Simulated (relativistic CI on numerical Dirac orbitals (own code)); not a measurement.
## Hyperfine structure of Kr XXXIV, mass number 83

Computed by Dirac-Coulomb-Breit CI, orbitals from a KLI potential per configuration, a model potential for QED, unscaled Slater integrals (own radial code, finite nucleus).

Configuration list (outside the closed core 1s2): 2s, 2p, 3s, 3p, 3d, 4s, 4p, 4d, 4f, 5s, 5p, 5d, 5f, 5g. Levels of other configurations are missing.

Nuclear spin I = 9/2, μ = -0.97073 μN, Q = 0.259 b (tables of Stone and Pyykkö). The electronic factors are computed for point nuclear moments, without core polarisation or the Bohr-Weisskopf and QED corrections.

```
    Level   E (Ry)  A (GHz)  B (GHz)
 2s ²S1/2    0.000   -339.1         
2p ²P°1/2    5.248   -107.8         
2p ²P°3/2   10.019   -19.18     43.2
 3s ²S1/2  169.464   -100.1         
3p ²P°1/2  170.921   -32.48         
3p ²P°3/2  172.334   -5.784     13.1
 3d ²D3/2  172.861   -3.293      2.5
 3d ²D5/2  173.305   -1.386     3.43
```

Levels with J = 0, under 50 % of one LS term, or S terms without an open s electron are left out. Small factors come from cancelling terms and can be off by tens of per cent or more.

At this charge energies of transitions that change n are usually good to better than 1 %, and those within a shell (Δn = 0) to a few per cent.

Task: Give the hyperfine levels of 2s ²S1/2 relative to its centre of gravity.

Result: With K = F(F + 1) − I(I + 1) − J(J + 1), E = AK/2: F = 4: 932.5, F = 5: -762.9 GHz.
